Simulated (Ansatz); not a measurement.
Born–Oppenheimer molecular dynamics of CHBClF (5 atoms, charge 0, multiplicity 1). It starts from a relaxed structure.

Theory: RKS BLYP-D4/def2-SVP in Ansatz 0.2.0.

```
ensemble        : NVT, Langevin thermostat
time step       : 0.5 fs
steps asked     : 300
set temperature : 300 K
friction        : 0.01 /fs
masses          : H 10 u
seed            : 59501
```

First frame:

```xyz
5
Properties=species:S:1:pos:R:3
F 0.911 1.499 -0.407
C -0.060 0.629 0.006
B 0.054 -0.779 0.000
Cl 0.076 -2.478 0.039
H -0.982 1.128 0.362
```

How far do the bonds stretch over the last three quarters of this one trajectory? (Pairs bonded in most of those frames.)


| bond | mean (Å) | spread (Å) | shortest | longest |
| --- | --- | --- | --- | --- |
| F1–C2 | 1.376 | 0.023 | 1.34 | 1.42 |
| C2–B3 | 1.419 | 0.024 | 1.37 | 1.46 |
| C2–H5 | 1.112 | 0.014 | 1.08 | 1.14 |
| B3–Cl4 | 1.699 | 0.031 | 1.64 | 1.75 |

Mean temperature of the second half: 361 K. The mean temperature of the second half is 20 % above the set value. A run of 0.15 ps of so small a system gives no equilibrium averages.

Run time: 4.1 min on 1 thread of Arm Neoverse V1, with other jobs on the host, peak memory 0.086 GiB.
